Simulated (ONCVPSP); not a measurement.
What one change does to a pseudopotential (phosphorus (P), ONCV)

* Element: phosphorus
* Generator: ONCVPSP 4.0.1
* Type: optimised norm-conserving Vanderbilt (ONCV)
* Functional: PBE
* Relativity: scalar-relativistic
* Frozen core: [Ne]
* Valence charge: 5
* Reference configuration: 3s2 3p3
* Partial waves: 3s: rc 1.25 bohr, ncon 4, nbas 7, qcut 4 1/bohr, 1 projector; 3p: rc 1.90 bohr, ncon 4, nbas 7, qcut 3.8 1/bohr, 1 projector
* Local potential: polynomial inside 1.05 bohr (lpopt 5, dvloc0 2 Ha)
* Core correction: Teter function, fcfact 1.75, rcfact 1.25

All-electron outer shells of the reference configuration (PBE, scalar-relativistic, ld1.x):

```json
{"shell": "2s", "level (eV)": "-173.99", "outermost node (bohr)": "0.14", "outermost maximum (bohr)": "0.42"}
{"shell": "2p", "level (eV)": "-124.49", "outermost node (bohr)": "–", "outermost maximum (bohr)": "0.36"}
{"shell": "3s", "level (eV)": "-13.97", "outermost node (bohr)": "0.65", "outermost maximum (bohr)": "1.58"}
{"shell": "3p", "level (eV)": "-5.51", "outermost node (bohr)": "0.64", "outermost maximum (bohr)": "1.83"}
```

Change: all radii but the core radius scaled by about 1.25 (s 1.56, p 2.38 bohr); local potential polynomial inside 1.32 bohr (lpopt 5, dvloc0 2 Ha).

Cutoffs: the cutoffs (Ha) at which the residual kinetic energy of the hardest occupied pseudo-wave falls to 1 and 0.1 mHa per electron; they do not see the model core or the augmentation charge, which bear on the density cutoff. Errors are all-electron minus pseudo energies relative to the spin-unpolarised reference configuration.

**Question.** What does the change do?

**Answer.** The potential gets softer (34 Ha and 75 Ha → 17 Ha and 42 Ha); the lowest positive-energy flag moves from s at 53.7 eV to none; of the 4 tests that both files solve, the error grows in 1 and shrinks in 3 by more than 15 % and 0.3 meV (median size 9.8 → 5.9 meV); neither file shows a bound ghost. A larger radius leaves more room for a smooth pseudo-wave, so fewer plane waves are needed.

```csv
quantity,base,changed
"cutoff, loose",34 Ha,17 Ha
"cutoff, tight",75 Ha,42 Ha
loose cutoff by channel,"s 34 Ha, p 4.3 Ha","s 17 Ha, p 4.5 Ha"
bound ghosts,none,none
GHOST(+) flags under 300 eV,s at 53.7 eV,none
"error for 3s2 3p2, meV [ΔE 9.73 eV]",+2.4,+0.9
"error for 3s2 3p1, meV [ΔE 28.88 eV]",+17,+4.5
"error for 3s2 3p0, meV [ΔE 58.62 eV]",+60,+7.3
"error for 3s0 3p5, meV [ΔE 17.20 eV]",+1.8,+12
"rms error of d²Exc/dni dnj with the model core, mHa",0.51,0.53
```
